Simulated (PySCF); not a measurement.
## C₆ coefficients of unlike pairs at PBE

Calculated with PySCF 2.14 from the dipole response of each species, C₆(A,B) = (3/π) ∫ α_A(iu) α_B(iu) du, in atomic units, from isotropic polarisabilities. For ions this is the dispersion term alone; charge-induced terms of lower order in 1/R come first.

| species | configuration | basis | relativity | α (bohr³) | C₆ (like pair) |
| --- | --- | --- | --- | --- | --- |
| Ne³⁺ | [He] 2s2 2p3 (4S) | dyall-av3z (15s9p3d2f) | spin-free X2C | 0.6883 | 0.6094 |
| Cr²⁺ | [Ar] 3d4 (5D) | aug-cc-pVDZ-DK (7s6p4d2f) | spin-free X2C | 4.436 | 12.56 |
| As³⁺ | [Ar] 3d10 4s2 (1S) | def2-QZVPPD (12s7p5d4f1g) | none | 7.151 | 22.55 |
| Pd³⁺ | [Kr] 4d7 (4F) | aug-cc-pVTZ-PP with ECP28MDF (6s6p5d3f2g) | core potential | 4.509 | 20.49 |

Q: Estimate C₆ for As³⁺ with Ne³⁺.

A: The integral gives 3.319. The combination rule 2 C_A C_B / (C_A α_B/α_A + C_B α_A/α_B) gives 3.233 and the geometric mean 3.707.

No spin-orbit coupling is included.

The other pairs:

```
      pair     C₆
Pd³⁺, Cr²⁺  15.89
As³⁺, Cr²⁺  16.43
Pd³⁺, Ne³⁺  3.487
Cr²⁺, Ne³⁺  2.674
Pd³⁺, As³⁺  20.16
```
